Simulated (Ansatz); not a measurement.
Computed with Ansatz on PBE0-D4/def2-TZVP structures; ΔE is electronic, products minus reactants. CCSD(T)/CBS is the MP2 limit (def2-TZVPP, def2-QZVPP) plus CCSD(T) − MP2 in def2-TZVPP, frozen cores. This one scheme is used for every species. DFT in def2-TZVPP. Triplets are unrestricted, without spin–orbit coupling. def2 core potentials past Kr. For Sn outer-core shells are correlated without core-valence functions, which leaves a few kJ/mol of doubt a bond. One conformer a species, not always the lowest.

Reaction (formal loss of a carbene): `C[O][SnH]([CH3])[OH]` → `[CH2]` (triplet) + `C[O][SnH2][OH]`

(1) Is it downhill or uphill in electronic energy at CCSD(T)/CBS, and by how much? (Best estimate.)

(2) What do these levels give: r2SCAN-D4, PBE0-D4, B2PLYP, PBE, HF/def2-TZVPP, CCSD(T)/def2-TZVPP? (Estimate.)

Largest T1 diagnostic among the species: 0.014.

## Answers

(1) Computed: Uphill: ΔE = +479.1 kJ/mol.

(2) The calculation gave: r2SCAN-D4 451.6, PBE0-D4 469.9, B2PLYP 466.0, PBE 474.1, HF/def2-TZVPP 319.0, CCSD(T)/def2-TZVPP 465.4 kJ/mol.

The D4 term adds +9.8 kJ/mol with B3LYP and +5.4 kJ/mol with PBE0; it sums over pairs of atoms, weighted by their polarisabilities, and B3LYP, whose exchange is more repulsive, gets the larger term. From PBE to PBE0 (25 % exact exchange), in def2-TZVPP and without D4, ΔE moves by −9.6 kJ/mol. In def2-TZVPP, CCSD(T) changes the Hartree–Fock value by +146.4 kJ/mol (the triples alone add +12.6 kJ/mol) and MP2 by +163.6 kJ/mol.

B3LYP here is the variant with VWN-RPA as its local correlation; programs differ in this.
